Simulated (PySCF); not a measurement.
**Hg: excitation energy**

Hg [Xe] 4f14 5d10 6s2 (1S) → Hg [Xe] 4f14 5d10 6s1 6d1 (3D), as a difference of total energies. Calculation: PySCF 2.14, in aug-cc-pVTZ-PP with ECP60MDF; a scalar-relativistic core potential. Correlated levels: valence: 5s2 5p6 frozen. The calculations carry no spin-orbit coupling.

```json
{"method": "UHF", "excitation energy (eV)": "7.935"}
{"method": "LDA", "excitation energy (eV)": "9.602"}
{"method": "PBE", "excitation energy (eV)": "9.087"}
{"method": "PBE0", "excitation energy (eV)": "8.947"}
{"method": "r2SCAN", "excitation energy (eV)": "9.196"}
{"method": "r2SCANh", "excitation energy (eV)": "9.161"}
{"method": "wB97X", "excitation energy (eV)": "9.391"}
{"method": "wB97X-V", "excitation energy (eV)": "9.257"}
{"method": "MP2 (valence)", "excitation energy (eV)": "9.722"}
{"method": "SCS-MP2 (valence)", "excitation energy (eV)": "9.699"}
```

Q: How much does correlation contribute at MP2 (valence)?

A: 9.722 − (7.935) = 1.787 eV, measured against UHF.

The promoted electron is Rydberg-like, and one or two diffuse shells describe it only roughly, which tends to raise the upper state.

In the upper state the promoted electron has a positive orbital energy at LDA, PBE, r2SCAN, r2SCANh, so the basis confines it.
